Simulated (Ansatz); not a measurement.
```yaml
crystal:
  periodic: [false, false, false]
  atoms:
    - {symbol: Al, position_ang: [0.005515, 1.400957, -0.200758]}
    - {symbol: N, position_ang: [-0.130131, 0.196086, -0.021454]}
    - {symbol: C, position_ang: [-0.169820, -0.652806, 0.150731]}
    - {symbol: Se, position_ang: [0.697694, -1.502351, 0.023841]}
    - {symbol: H, position_ang: [-0.186764, 1.490122, -1.248804]}
    - {symbol: H, position_ang: [0.226088, 1.745855, 0.673992]}
    - {symbol: H, position_ang: [-0.844225, -0.889510, 0.320220]}
    - {symbol: H, position_ang: [0.288786, -2.327393, 0.265504]}
basis:
  gaussian: {orbitals: def2-SVPD}
hamiltonian: {xc: {name: PBE0-DH}}
scf: {lower_state_search: full}
output: {forces: true}
```

```sh
$ ansatz run in.yaml --threads 2 --pin off --events-out ev --progress --plain --max-ram 4352MiB
```

Output, abridged:

```
Functional definition: PBE0-DH
1315 factors; integrals over basis functions are off by at most 6.6e-4 eV
mean field evaluation 1: about -74417.6322 eV, gradient 1.1e2 eV
mean field evaluation 2: about -74417.9880 eV, gradient 1.0e2 eV
mean field evaluation 4: about -74438.4048 eV, gradient 1.8e1 eV
mean field evaluation 8: about -74439.3650 eV, gradient 7.2e-1 eV
mean field evaluation 16: about -74439.3930 eV, gradient 1.4e-4 eV
mean field -74439.39303937 eV, -2735.5972373638 hartree, gradient 7.1e-6 eV, S^2 0.000000; 0 other end points of the search recorded, 0 dependent functions left out
16 core orbitals not correlated: weight in the atoms' cores, before any rotation towards them, 0.997 or more for the frozen orbitals, at most 0.001 for the correlated occupied ones
reference -74439.39307122 eV, -2735.5972385343 hartree; 16, 16 occupied and 105, 105 virtual orbitals, 1315 factors
second order -20.42866712 eV of doubles, -0.00000000 eV of singles
Total energy: -74441.94665461 eV, -2735.6910809930 hartree
Atom 0 at     0.005515     1.400957    -0.200758 Å, force     2.185366    41.540922   -18.051095 eV/Å
Atom 1 at    -0.130131     0.196086    -0.021454 Å, force    -1.531994    60.044988   -13.735396 eV/Å
Atom 2 at    -0.169820    -0.652806     0.150731 Å, force   -29.591409   -44.164540    20.995124 eV/Å
Atom 3 at     0.697694    -1.502351     0.023841 Å, force    80.017804   -20.242056   -19.824702 eV/Å
Atom 4 at    -0.186764     1.490122    -1.248804 Å, force    -3.811471     3.735942   -21.923464 eV/Å
Atom 5 at     0.226088     1.745855     0.673992 Å, force     8.066297    14.135390    30.833005 eV/Å
Atom 6 at    -0.844225    -0.889510     0.320220 Å, force   -35.559253   -13.706183     9.730025 eV/Å
Atom 7 at     0.288786    -2.327393     0.265504 Å, force   -19.775341   -41.344464    11.976502 eV/Å
Dipole moment:    -0.315684    -0.350687     0.161184 e Å
```

In this input the geometry is squeezed to about two thirds of its size. The calculation finished and met its thresholds. The result belongs to that input, not to the molecule as meant.
